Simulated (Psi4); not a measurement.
CHOS, charge +1, singlet, at a GFN2-xTB geometry; PBE0/pcseg-1 run with Psi4 1.11.

Input for Psi4:
```
memory 2 GB

molecule mol {
1 1
O    -0.051685    0.007582   -1.622180
C     0.028890   -0.021204   -0.402282
S    -0.022332    0.026657    1.103045
H     0.597450   -0.359945   -2.257586
}

set {
  basis pcseg-1
  reference rks
}

energy('pbe0')
print_variables()
```

**Question.** Predict the main parts of the log of this Psi4 run.

**Answer.** 
```
   => Loading Basis Set <=

    Name: PCSEG-1
    Role: ORBITAL
    Keyword: BASIS

         ---------------------------------------------------------
                                   SCF
               by Justin Turney, Rob Parrish, Andy Simmonett
                          and Daniel G. A. Smith
                              RKS Reference
         ---------------------------------------------------------

  ==> Geometry <==

    Molecular point group: c1
    Full point group: C1

    Geometry (in Angstrom), charge = 1, multiplicity = 1:

       Center              X                  Y                   Z               Mass
    ------------   -----------------  -----------------  -----------------  -----------------
         O           -0.041977837615     0.001737892279    -1.658545294746    15.994914619570
         C            0.038597162385    -0.027048107721    -0.438647294746    12.000000000000
         S           -0.012624837615     0.020812892279     1.066679705254    31.972071174400
         H            0.607157162385    -0.365789107721    -2.293951294746     1.007825032230

  Running in c1 symmetry.

  Rotational constants: A =     31.25714  B =      0.19150  C =      0.19033 [cm^-1]
  Rotational constants: A = 937065.52641  B =   5741.01307  C =   5706.05443 [MHz]
  Nuclear repulsion =   87.728490552384770

  Charge       = 1
  Multiplicity = 1
  Electrons    = 30
  Nalpha       = 15
  Nbeta        = 15

  ==> Algorithm <==

  SCF Algorithm Type is DF.
  DIIS enabled.
  MOM disabled.
  Fractional occupation disabled.
  Guess Type is SAD.
  Energy threshold   = 1.00e-06
  Density threshold  = 1.00e-06
  Integral threshold = 1.00e-12

  ==> Primary Basis <==

  Basis Set: PCSEG-1
    Blend: PCSEG-1
    Number of shells: 23
    Number of basis functions: 51
    Number of Cartesian functions: 54
    Spherical Harmonics?: true
    Max angular momentum: 2

  ==> DFT Potential <==

   => LibXC <=

    Version 7.1.2
    S. Lehtola, C. Steigemann, M. J. T. Oliveira, and M. A. L. Marques,  SoftwareX 7, 1–5 (2018) (10.1016/j.softx.2017.11.002)

   => Composite Functional: PBE0 <=

    PBE0 Hyb-GGA Exchange-Correlation Functional

    C. Adamo and V. Barone,  J. Chem. Phys. 110, 6158 (1999) (10.1063/1.478522)
    M. Ernzerhof and G. E. Scuseria,  J. Chem. Phys. 110, 5029 (1999) (10.1063/1.478401)

    Deriv               =              1
    GGA                 =           TRUE
    Meta                =          FALSE

[...]
   @DF-RKS iter   3:  -511.45579305149653   -1.75468e-01   2.29944e-03 DIIS/ADIIS
   @DF-RKS iter   4:  -511.46321188764028   -7.41884e-03   1.07375e-03 DIIS/ADIIS
   @DF-RKS iter   5:  -511.46470136565887   -1.48948e-03   2.35470e-04 DIIS/ADIIS
   @DF-RKS iter   6:  -511.46477469314027   -7.33275e-05   2.92714e-05 DIIS
   @DF-RKS iter   7:  -511.46477604876696   -1.35563e-06   3.06448e-06 DIIS
   @DF-RKS iter   8:  -511.46477606535876   -1.65918e-08   8.21670e-07 DIIS
  Energy and wave function converged.

  ==> Post-Iterations <==

   Electrons on quadrature grid:
      Ntotal   =   29.9999997151 ; deviation = -2.849e-07

    Orbital Energies [Eh]
    ---------------------

    Doubly Occupied:

[...]
    Virtual:

[...]
    Final Occupation by Irrep:
              A
    DOCC [    15 ]
    NA   [    15 ]
    NB   [    15 ]

  @DF-RKS Final Energy:  -511.46477606535876

   => Energetics <=

    Nuclear Repulsion Energy =             87.7284905523847698
    One-Electron Energy =                -869.7255381905804370
    Two-Electron Energy =                 300.3776135154149642
    DFT Exchange-Correlation Energy =     -29.8453419425780240
    Empirical Dispersion Energy =           0.0000000000000000
    VV10 Nonlocal Energy =                  0.0000000000000000
    Total Energy =                       -511.4647760653587625

Computation Completed

Properties will be evaluated at   0.000000,   0.000000,   0.000000 [a0]

Properties computed using the SCF density matrix

 Multipole Moments:

 ------------------------------------------------------------------------------------
     Multipole            Electronic (a.u.)      Nuclear  (a.u.)        Total (a.u.)
 ------------------------------------------------------------------------------------

 L = 1.  Multiply by 2.5417464519 to convert [e a0] to [Debye]
 Dipole X            :          0.0028348            0.5686564            0.5714912
 Dipole Y            :          0.0151818           -0.3423585           -0.3271768
 Dipole Z            :          1.2923868           -2.1303301           -0.8379433
 Magnitude           :                                                    1.0657372

 ------------------------------------------------------------------------------------

  Variable Map:
  ----------------------------------------------------------------------------
[...]
  Array Variable Map:
  ----------------------------------------------------------------------------
[...]
[...]
```
